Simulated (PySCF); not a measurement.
Job file and geometry (Å, from GFN2-xTB) of an NMR shielding run on `C#C[C@@H]1[AlH][CH2]CC[C@@H]1C`, C8H13Al, PySCF, GIAO PBE0/pcSseg-1 NMR shielding, non-relativistic, gas phase; density fitting, a coarse starting grid and PySCF grid level 2 are the driver's defaults:

```
$ OMP_NUM_THREADS=1 python probes_run.py task.json out

{"job": {"kind": "nmr", "xc": "PBE0", "basis": "pcSseg-1"}, "charge": 0, "multiplicity": 1}
C      2.176849    -2.927276     0.160842
C      1.692434    -1.890740    -0.203518
C      1.130249    -0.619084    -0.595652
Al     1.375098     0.667959     0.928723
C      0.188633     2.235535     0.595793
C     -1.148863     1.727143     0.010193
C     -0.995820     0.699812    -1.117393
C     -0.412776    -0.673627    -0.732560
C     -1.022903    -1.219061     0.549852
H      2.596677    -3.841882     0.457462
H      1.551400    -0.356402    -1.577372
H      2.222876     0.318576     2.168088
H     -0.035042     2.888339     1.450644
H      0.648135     2.900034    -0.155276
H     -1.714352     2.573879    -0.394614
H     -1.756601     1.296530     0.808164
H     -0.368749     1.132329    -1.901907
H     -1.988636     0.533758    -1.546980
H     -0.665480    -1.366958    -1.547251
H     -0.746219    -2.262137     0.685228
H     -2.107928    -1.138588     0.545444
H     -0.629391    -0.658753     1.411241
```

Q: Write the output of this run.

A: 
```
coarse grid: 18376 points
cycle   1  E = -554.3400911301  dE =  9.743e-01  |g| = 5.520e-01  |ddm| = 4.340e+00
cycle   2  E = -554.3275822073  dE =  1.251e-02  |g| = 6.011e-01  |ddm| = 1.269e+00
cycle   3  E = -554.4238891200  dE = -9.631e-02  |g| = 8.138e-02  |ddm| = 6.598e-01
cycle   4  E = -554.4250952978  dE = -1.206e-03  |g| = 4.443e-02  |ddm| = 1.236e-01
cycle   5  E = -554.4255019652  dE = -4.067e-04  |g| = 2.035e-02  |ddm| = 4.751e-02
cycle   6  E = -554.4256031924  dE = -1.012e-04  |g| = 3.528e-03  |ddm| = 1.877e-02
cycle   7  E = -554.4256063570  dE = -3.165e-06  |g| = 5.673e-04  |ddm| = 4.318e-03
final grid: 171392 points
cycle   8  E = -554.4820572603  dE = -7.271e-05  |g| = 9.497e-03  |ddm| = 5.728e-02
cycle   9  E = -554.4820439045  dE =  1.336e-05  |g| = 1.194e-02  |ddm| = 2.114e-02
cycle  10  E = -554.4820803531  dE = -3.645e-05  |g| = 2.062e-03  |ddm| = 1.223e-02
cycle  11  E = -554.4820813287  dE = -9.756e-07  |g| = 6.645e-04  |ddm| = 2.083e-03
cycle  12  E = -554.4820814311  dE = -1.025e-07  |g| = 1.720e-04  |ddm| = 6.954e-04
cycle  13  E = -554.4820814385  dE = -7.380e-09  |g| = 3.774e-05  |ddm| = 2.189e-04
cycle  14  E = -554.4820814389  dE = -3.338e-10  |g| = 8.084e-06  |ddm| = 4.710e-05
converged SCF energy = -554.4820814389

GIAO shielding tensors (ppm)
atom      isotropic    diamagn.    paramagn.     s11        s22        s33       span
  0 C      113.347     258.749    -145.402     35.983     56.664    247.393    211.411
  1 C       93.203     257.632    -164.430    -14.269      0.493    293.384    307.653
  2 C      158.365     249.962     -91.597    138.592    160.831    175.672     37.081
  3 Al     267.883     794.805    -526.922    203.201    246.336    354.113    150.912
  4 C      169.731     249.661     -79.930    156.365    169.399    183.429     27.064
  5 C      161.431     246.180     -84.749    148.232    164.872    171.191     22.960
  6 C      147.639     246.743     -99.104    140.234    146.565    156.118     15.884
  7 C      148.971     246.742     -97.771    137.039    150.523    159.352     22.313
  8 C      161.041     249.481     -88.439    144.198    165.587    173.339     29.141
  9 H       30.132      34.509      -4.377     24.849     24.976     40.572     15.724
 10 H       29.728      29.496       0.232     23.474     30.750     34.958     11.484
 11 H       26.102      28.345      -2.243     23.493     23.962     30.852      7.358
 12 H       30.673      28.771       1.902     25.829     28.206     37.984     12.155
 13 H       31.187      29.614       1.573     27.296     29.034     37.231      9.935
 14 H       29.568      29.158       0.409     23.414     28.304     36.985     13.571
 15 H       29.987      31.174      -1.187     26.196     29.715     34.051      7.855
 16 H       30.275      31.551      -1.277     26.307     29.441     35.076      8.770
 17 H       29.856      30.870      -1.015     24.460     28.634     36.473     12.013
 18 H       29.276      31.691      -2.415     25.123     27.544     35.160     10.036
 19 H       29.122      30.259      -1.137     24.082     28.958     34.327     10.245
 20 H       30.404      30.562      -0.158     26.121     27.851     37.241     11.119
 21 H       32.022      31.687       0.335     28.892     31.183     35.992      7.099
```

Size and cost of the density-fitted run: 225 basis functions, 68 s wall time on 1 thread of an Arm Neoverse V1, shared host; peak memory 0.98 GiB.
